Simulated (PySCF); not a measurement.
Mo(O)2(OH)(NH2) (H₃MoNO₃), SMILES [NH2][Mo](=[O])(=[O])[OH], multiplicity 1.

Geometry: B3LYP-D3(BJ)/def2-SVP. The geometry has at least one imaginary mode, so it is a saddle point at that level. The spin state was assumed, not searched. The def2 effective core potentials stand for the cores of Mo; spin–orbit coupling is left out. The values are those of a single conformer.

Level of theory: r2SCAN/def2-TZVP in PySCF.

Isolated molecule, no solvent.

Computed frontier levels, gap, dipole moment and polarisability:
* **highest occupied level**: -7.38 eV
* **lowest empty level**: -2.74 eV
* **orbital gap**: 4.65 eV
* **dipole moment**: 2.65 D
* **quadrupole, principal values (traceless, Buckingham form, about the centre of nuclear charge)**: -9.65, -7.37, 17.01 D·Å
* **mean static polarisability**: 54.8 bohr³ (8.12 Å³)
* **polarisability, principal values**: 50.9, 52.7, 60.8 bohr³
